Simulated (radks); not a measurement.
All-electron atom: Kr2+ in [Ar] 3d10 4s2 4p4 (the NIST ground configuration). Method: scalar-relativistic Kohn-Sham, PBEsol, spin-unpolarised, spherical densities, point nucleus; computed with a radial shooting solver on a logarithmic mesh with Libxc functionals.

Local quantities along the radius. ELF = 1/(1 + alpha^2) is the electron localisation function; alpha = (tau - tau_W)/tau_unif compares the Pauli kinetic energy density with that of the uniform gas. tau is taken from the large components.

```
   r/bohr * ELF (the largest magnitude, 1, reaches the edge; | marks zero)
 0.002085 |                                                      *
 0.002715 |                                                      *
 0.003535 |                                                      *
 0.004603 |                                                      *
 0.005994 |                                                      *
 0.007805 |                                                      *
  0.01016 |                                                      *
  0.01323 |                                                      *
  0.01723 |                                                      *
  0.02244 |                                                     *
  0.02922 |                                                  *
  0.03804 |                                         *
  0.04954 |                       *
  0.06451 |               *
  0.08399 |                       *
   0.1094 |                                      *
   0.1424 |                                          *
   0.1854 |                                 *
   0.2415 |               *
   0.3144 |                   *
   0.4094 |                                     *
   0.5331 |                                          *
   0.6942 |                                 *
   0.9039 |             *
    1.177 |               *
    1.533 |                                       *
    1.996 |                                          *
    2.599 |                             *
    3.384 |       *
    4.406 *
    5.737 *
```

On this mesh the ELF has minima near r = 0.065, 0.27, 1.0 bohr, which separate the shells, and maxima near 0.14 (0.79), 0.53 (0.78), 1.7 (0.80).

Self-consistent cycle (total energy in hartree, residual of the potential): 1: -2781.673385, 7e+00; 2: -2785.617866, 4e+00; 3: -2787.005645, 4e-01; 4: -2787.017795, 3e-01; 5: -2787.026645, 1e-01; 6: -2787.028629, 1e-03; 7: -2787.028617, 5e-03; 8: -2787.028623, 3e-04; 9: -2787.028623, 5e-06; 10: -2787.028623, 4e-07; 11: -2787.028623, 4e-07; 12: -2787.028623, 4e-08; 13: -2787.028623, 2e-09.
